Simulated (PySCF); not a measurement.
Ga(F)(Vi)2, SMILES C=[CH][Ga]([F])[CH]=C, PBE0/def2-SVP optimised geometry.

```
12

Ga     0.51     0.00     0.00
F      2.27     0.00     0.00
C     -0.29     1.77     0.00
C     -1.57     2.00    -0.31
H      0.34     2.63     0.24
H     -2.00     3.01    -0.33
H     -2.27     1.19    -0.58
C     -0.29    -1.77     0.00
C     -1.58    -2.00     0.31
H      0.34    -2.64    -0.24
H     -2.01    -3.01     0.33
H     -2.27    -1.19     0.57
```

Density from PySCF with PBE0/def2-TZVP at that geometry.

Minimum of the electron density along straight lines between bonded atoms, close to the bond critical point (lines longer than 1.1 times the sum of covalent radii, or with two minima, are not listed):

```json
[
 {"bond": "Ga1–F2", "length / Å": "1.765", "ρ at the minimum / e bohr⁻³": "0.128", "∇²ρ there / e bohr⁻⁵": "(withheld)", "position (fraction from the first atom)": "0.49"},
 {"bond": "Ga1–C3", "length / Å": "1.942", "ρ at the minimum / e bohr⁻³": "0.121", "∇²ρ there / e bohr⁻⁵": "0.22", "position (fraction from the first atom)": "0.48"},
 {"bond": "C3–C4", "length / Å": "1.340", "ρ at the minimum / e bohr⁻³": "0.345", "∇²ρ there / e bohr⁻⁵": "-1.04", "position (fraction from the first atom)": "0.49"},
 {"bond": "C3–H5", "length / Å": "1.097", "ρ at the minimum / e bohr⁻³": "0.275", "∇²ρ there / e bohr⁻⁵": "-0.94", "position (fraction from the first atom)": "0.65"},
 {"bond": "C4–H6", "length / Å": "1.097", "ρ at the minimum / e bohr⁻³": "0.277", "∇²ρ there / e bohr⁻⁵": "-0.97", "position (fraction from the first atom)": "0.65"},
 {"bond": "C4–H7", "length / Å": "1.096", "ρ at the minimum / e bohr⁻³": "0.278", "∇²ρ there / e bohr⁻⁵": "-0.97", "position (fraction from the first atom)": "0.65"},
 {"bond": "Ga1–C8", "length / Å": "1.942", "ρ at the minimum / e bohr⁻³": "0.121", "∇²ρ there / e bohr⁻⁵": "0.22", "position (fraction from the first atom)": "0.48"},
 {"bond": "C8–C9", "length / Å": "1.340", "ρ at the minimum / e bohr⁻³": "0.345", "∇²ρ there / e bohr⁻⁵": "-1.04", "position (fraction from the first atom)": "0.49"},
 {"bond": "C8–H10", "length / Å": "1.097", "ρ at the minimum / e bohr⁻³": "0.275", "∇²ρ there / e bohr⁻⁵": "-0.94", "position (fraction from the first atom)": "0.65"},
 {"bond": "C9–H11", "length / Å": "1.097", "ρ at the minimum / e bohr⁻³": "0.277", "∇²ρ there / e bohr⁻⁵": "-0.97", "position (fraction from the first atom)": "0.65"},
 {"bond": "C9–H12", "length / Å": "1.096", "ρ at the minimum / e bohr⁻³": "0.278", "∇²ρ there / e bohr⁻⁵": "-0.97", "position (fraction from the first atom)": "0.65"}
]
```

### Question
What belongs in the gaps?

### Answer

- Ga1–F2, ∇²ρ there / e bohr⁻⁵: 0.83
